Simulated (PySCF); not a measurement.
**Two-dimensional NMR puzzle**

Compound of formula C$_{6}$H$_{11}$FO$_{2}$Si. Correlations simulated from computed shifts and the bond graph:

HSQC (one-bond C–H):
```csv
δH,δC
6.12,149.6
6.09,121.7
5.69,121.7
4.63,67.8
4.55,67.8
4.42,96.6
1.50,29.1
```

COSY cross peaks (H two or three bonds apart, from the bond graph; peaks can be absent where the dihedral angle is near 90°):
```csv
δH,δH
6.12,6.09
6.12,5.69
6.09,5.69
5.23,4.96
4.63,4.55
4.63,4.42
4.55,4.42
```

HMBC (two and three bonds, from the bond graph):
```csv
δH,δC
6.12,"121.7, 96.6, 79.8, 29.1"
6.09,"149.6, 79.8"
5.69,"149.6, 79.8"
5.23,"79.8, 67.8"
4.96,"79.8, 67.8"
4.63,"96.6, 79.8"
4.55,"96.6, 79.8"
4.42,"149.6, 79.8, 67.8, 29.1"
1.50,"149.6, 96.6, 79.8"
```

Carbons without hydrogens: δ 79.8.

PySCF 2.14.0 with density-fitted response routines calculation with geometry from GFN2-xTB and shieldings: GIAO PBE0/pcSseg-1; no relativistic terms, one computed conformer, no solvent, one averaged value for each set of equivalent atoms.

References, each an isolated molecule treated in the same way: ¹H, ¹³C vs TMS.

Exchangeable hydrogens are left out of these lists.

Assemble the structure.

## Answers

`C=C[C@@]1(C)O[SiH2]OC[C@@H]1F`.

Atoms are numbered as in `[CH2:1]=[CH:2][C@@:3]1([CH3:4])[O:5][SiH2:6][O:7][CH2:8][C@@H:9]1[F:10]`. Each H is labelled by its parent atom. Ha(C1) is cis to C3; Ha(Si6), Ha(C8) are cis to F10 on the ring; Hb(C1) is trans to C3; Hb(Si6), Hb(C8) are trans to F10 on the ring.

- δC 149.6 is C2, an alkene CH (δH 6.12).
- δC 121.7 is C1, a terminal =CH2 carbon (δH 5.69, 6.09).
- δC 96.6 is C9, an sp3 CH bonded to F (δH 4.42).
- δC 79.8 is C3, an allylic fully substituted sp3 carbon bonded to O.
- δC 67.8 is C8, an sp3 CH2 bonded to O (δH 4.55, 4.63).
- δC 29.1 is C4, a methyl carbon (δH 1.50).
- HMBC from δH 6.12 reaches the proton-free carbon C3.
- HMBC from δH 6.09 reaches the proton-free carbon C3.
- HMBC from δH 5.69 reaches the proton-free carbon C3.
- HMBC from δH 5.23 reaches the proton-free carbon C3.
- COSY links 6.12–6.09, 6.12–5.69, 6.09–5.69, 5.23–4.96, 4.63–4.55, 4.63–4.42.

This is the structure that produced the data.

Shifts are as computed. Against solution values, carbons near 30 ppm lie about +3 ppm off and those near 130 ppm about +5 ppm. Of 1211 compounds with measured shifts, 218 miss one by over three times the rms of a fit or turn the order of signals round; such compounds aren't used in these exercises.
